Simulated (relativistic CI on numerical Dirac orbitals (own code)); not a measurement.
## Hyperfine structure of Sn⁴³⁺, mass number 117

Method of calculation: Dirac-Coulomb-Breit CI, orbitals from a KLI potential per configuration, model QED (radiative potential, 1s self-energy scaled to tabulated hydrogen-like ionisation energies), unscaled Slater integrals (own radial code, finite nucleus).

CI space (outside the closed core 1s2): 2s²2p³, 2s2p⁴, 2p⁵, 2p⁴3s, 2p⁴3p, 2p⁴3d, 2s²2p²3s, 2s²2p²3p, 2s²2p²3d, 2s2p³3s, 2s2p³3p, 2s2p³3d, 2s²2p²4s, 2s²2p²4p, 2s²2p²4d, 2s²2p²4f. Levels of other configurations are missing.

Nuclear spin I = 1/2, μ = -0.9995 μN (tables of Stone and Pyykkö). The electronic factors are computed for point nuclear moments, without core polarisation or the Bohr-Weisskopf and QED corrections.

```csv
Level,E (eV),A (GHz)
2s²2p³ ²D°5/2,244.194,-974.1
2s²2p³ ²P°1/2,271.750,-2972
2s2p⁴ ⁴P5/2,421.376,-2242
2s2p⁴ ²S1/2,483.451,-9054
2s²2p³ ²P°3/2,497.942,-491.8
2s2p⁴ ⁴P3/2,666.291,-2127
2s2p⁴ ²D5/2,696.631,-2767
2s2p⁴ ²P1/2,728.879,2696
```

Levels with J = 0, under 50 % of one LS term, or S terms without an open s electron are left out. Small factors come from cancelling terms and can be off by tens of per cent or more.

At this charge energies of transitions that change n are usually good to better than 1 %, and those within a shell (Δn = 0) to a few per cent.

(1) Give the hyperfine levels of 2s²2p³ ²P°1/2 relative to its centre of gravity.

Answers

(1) With K = F(F + 1) − I(I + 1) − J(J + 1), E = AK/2: F = 0: 2229, F = 1: -743 GHz.

LS names give the leading component of a level, which can be under half, so a name can repeat, a term be missing and a line seem to break the LS rules.
